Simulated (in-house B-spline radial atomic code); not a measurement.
**RPA and G0W0 on LDA VWN5: the terbium ion Tb⁷⁺**

Configuration [Kr] 4d10 4f7 5s2 5p3, highest spin, mean-field start LDA VWN5. Computed with an all-electron radial atomic-structure program (B-spline basis): all electrons, scalar-relativistic (spin-free one-electron X2C), finite nucleus, each spin shell either full or empty, empty states to l = 9 with an (l + 1/2)⁻⁴ tail; G0W0 by contour deformation at full frequency.

Without the two-electron picture change, the correlation of inner shells comes somewhat too large for so heavy an element.

Spin-orbit coupling, left out, splits p levels strongly here.

Command:
```bash
python run_gw.py task.json out
```
Settings (radii: box in bohr, nucleus in fm):
```
Z                        65
electrons                58
configuration            [Kr] 4d10 4f7 5s2 5p3
hamiltonian              x2c
method                   lda,vwn
lmax                     9
rms_radius               5.06
spin_polarised           True
box_radius               8.41
intervals                66
```

Time taken, with all properties: 10 s on 1 thread of Arm Neoverse N1, with other jobs on the host.

Energies (hartree):

| term | value |
| --- | --- |
| mean-field total | -11687.28533 |
| Hartree-Fock functional on these orbitals | -11692.12059 |
| direct second order | -5.682 |
| second-order exchange | 1.5285 |
| SOSEX correction | 1.4279 |

(1) What is the RPA correlation energy, and what remains with SOSEX?

Quasi-particle levels (eV):

```csv
level,occupied,mean field,Σx - vxc,Σc,QP weight,G0W0
4f up,yes,-109.29,-14.82,?,?,?
5p up,yes,-116.92,-8.35,-0.53,0.962,-125.80
5s down,yes,-137.32,-3.37,-3.77,0.963,-144.46
5p down,no,-110.85,10.88,-3.44,0.962,-103.40
```

G0W0 = mean field + (Σx - vxc) + Σc, with Σc (partial-wave tail included) taken at the quasi-particle energy. Only the outer levels were computed. Levels of low weight are left out.

(2) Where does G0W0 put 4f up?

## Answers

(1) RPA gives -4.9934 hartree (-2.34 eV per electron); RPA + SOSEX gives -3.5654, and the second-order doubles -4.1535 hartree (no singles). SOSEX takes back 29 % of the RPA value.

(2) At -121.66 eV, with Σc = 2.46 eV and a quasi-particle weight of 0.941.
